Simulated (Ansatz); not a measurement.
Reaction (cleavage of the Si–Si bond): `C[Si](N)(O)[SiH3]` + `B1CN1` → `[SiH3]N1BC1` + `C[SiH](N)O`

Calculated with Ansatz (gas phase, PBE0-D4/def2-TZVP geometries, no zero-point term in ΔE). CBS: MP2 limit from def2 TZ/QZ plus the TZ coupled-cluster correction, frozen cores. This one scheme is used for every species. DFT in def2-TZVPP. B3LYP here is the variant with VWN-RPA as its local correlation; programs differ in this. One conformer a species, not always the lowest.

`C[Si](N)(O)[SiH3]`:

```xyz
14

C    -0.899    1.334    0.804
Si   -0.207   -0.290    0.198
N     0.923   -0.798    1.391
O    -1.371   -1.448    0.007
Si    0.714   -0.107   -1.953
H    -0.130    2.110    0.826
H    -1.702    1.676    0.147
H    -1.309    1.230    1.813
H     1.323   -0.130    2.029
H     1.548   -1.571    1.231
H    -1.722   -1.823    0.818
H    -0.307    0.174   -3.000
H     1.711    1.002   -1.983
H     1.429   -1.361   -2.327
```

`B1CN1`:

Cartesian coordinates in Å:
```
B 0.613 -0.206 0.703
C -0.760 -0.027 -0.020
N 0.579 0.215 -0.570
H 1.320 -0.477 1.612
H -1.307 -0.879 -0.423
H -1.384 0.850 0.151
H 0.939 0.524 -1.453
```

`[SiH3]N1BC1`:

Cartesian coordinates in Å:
```
Si 0.156 -1.407 -0.643
N -0.018 0.016 0.305
B -0.153 0.817 1.395
C -0.123 1.481 0.009
H 1.408 -1.330 -1.441
H 0.201 -2.579 0.265
H -0.991 -1.531 -1.581
H -0.225 0.793 2.576
H 0.779 1.946 -0.386
H -1.034 1.794 -0.499
```

`C[SiH](N)O`:

```xyz
11

C    -0.527    1.270   -0.491
Si   -0.263   -0.317    0.447
N     1.411   -0.678    0.349
O    -1.143   -1.580   -0.147
H    -1.591    1.512   -0.531
H    -0.013    2.105   -0.008
H    -0.159    1.192   -1.518
H    -0.784   -0.195    1.834
H     1.826   -1.413    0.898
H     2.078    0.048    0.146
H    -0.835   -1.945   -0.979
```

```tsv
level	ΔE (kJ/mol)	difference from CCSD(T)/CBS
PBE0-D4	-62.1	17.1
B3LYP-D4	-75.8	3.4
ωB97X-V	-74.5	4.7
ωB97M-V	-79.5	-0.3
PBE	-56.7	22.5
r2SCAN	-73.0	6.2
B3LYP	-78.8	0.4
MP2/def2-TZVPP	-88.3	-9.1
SCS-MP2/def2-TZVPP	-91.4	-12.2
CCSD/def2-TZVPP	-82.3	-3.1
HF/def2-QZVPP	-104.7	-25.5
MP2/def2-QZVPP	-88.7	-9.5
SCS-MP2/def2-QZVPP	-91.7	-12.5
HF/CBS(def2)	-104.9	-25.7
MP2/CBS(def2)	-88.1	-8.9
CCSD/CBS(def2)	-82.1	-2.9
CCSD(T)/CBS	-79.2	0
```

Largest T1 diagnostic among the species: 0.013.

From PBE to PBE0 (25 % exact exchange), in def2-TZVPP and without D4, ΔE moves by −7.5 kJ/mol. In def2-TZVPP, CCSD(T) changes the Hartree–Fock value by +23.8 kJ/mol (the triples alone add +2.9 kJ/mol) and MP2 by +14.9 kJ/mol. The D4 term adds +3.1 kJ/mol with B3LYP and +2.0 kJ/mol with PBE0; it sums over pairs of atoms, weighted by their polarisabilities, and B3LYP, whose exchange is more repulsive, gets the larger term.
